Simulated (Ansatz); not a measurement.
The lowest singlet and triplet of GeH2 (SMILES [GeH2]); geometries from B3LYP-D3(BJ)/def2-TZVP, each state relaxed from the structure named, with no frequency check.
Singlet at the triplet's geometry (charge 0, multiplicity 1):
| atom | x (Å) | y (Å) | z (Å) |
|---|---|---|---|
| Ge | -0.0001 | 0.0458 | 0.0000 |
| H | -1.3353 | -0.7361 | 0.0000 |
| H | 1.3395 | -0.7284 | 0.0000 |

A positive gap puts the triplet lower; no zero-point energy. R- takes a restricted singlet. U- takes an unrestricted singlet (broken symmetry where lower, unprojected). The triplet is unrestricted in single-reference levels.

Correlated levels freeze the cores. Filled d and f shells under p-block atoms count as core.

Codes used: Ansatz (a program for electronic structure). 

Task: One of these levels gives -0.397 eV for the gap E(singlet) − E(triplet), vertical, at the triplet's geometry. Which?
A. R-HF/cc-pVTZ
B. R-MP2/cc-pVQZ
C. U-MP2/cc-pVDZ (spin-contaminated)
D. U-r2SCAN/def2-TZVPP (spin-contaminated)

Result: B, R-MP2/cc-pVQZ. The others give 0.089 (R-HF/cc-pVTZ), -0.352 (U-r2SCAN/def2-TZVPP (spin-contaminated)), -0.240 (U-MP2/cc-pVDZ (spin-contaminated))

Doubts at one or more of the structures used: a restricted determinant that unrestricted orbitals would lower (R-HF/cc-pVTZ, R-MP2/cc-pVQZ).
